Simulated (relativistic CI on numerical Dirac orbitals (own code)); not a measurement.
**Cu2+ in a cubic cluster: 2p photoemission with charge transfer**

Computed with a charge-transfer multiplet model of a cubic metal-ligand cluster with up to one ligand hole, Slater and spin-orbit integrals from Dirac-Coulomb-Breit ions, Slater integrals scaled by 0.8. The parameters are those of a tetrahedral site (10Dq negative, t2 hopping the larger). The ground state mixes d9 with configurations of k ligand holes L, whose averages lie at kΔ + k(k − 1)U_dd/2; a core hole lowers each added d electron by U_cd. 20 K, Lorentzian 0.6 eV and Gaussian 0.8 eV FWHM.

Atomic integrals in eV (Slater integrals scaled, ζ unscaled), ground: F2dd 11.066, F4dd 6.905, zeta_d 0.099; with the core hole: F2dd 11.066, F4dd 6.905, zeta_d 0.138, zeta_core 13.377, F2cd 7.060, G1cd 5.412, G3cd 3.079.

Cluster parameters (eV): U_dd = 7.3, U_cd = 9.2, 10Dq = -0.35, 10Dq(ligand) = 0, V(eg) = 0.88, V(t2g) = -1.49, final-state hopping factor = 0.9.

Weights, n_d and S are thermal averages at 20 K. Binding energies count from the first peak over 30 % of the highest in each spectrum, which can be another peak from case to case. The parameters are a model scan and need not match a compound or its usual spin state. Peaks in eV (height, largest 100): 0.0 (83), 3.9 (100), 6.7 (60), 20.2 (36), 25.4 (88).

Question: Which parameters give this spectrum?
A. Δ = -1.1 eV
B. Δ = 0.9 eV
C. Δ = 4.9 eV
D. Δ = -0.1 eV
E. Δ = 1.9 eV

Answer: C. Δ = 4.9 eV; the ground state then has 9.07 d electrons and S = 0.50. The choice follows from running the model for each set and comparing peak positions and heights.
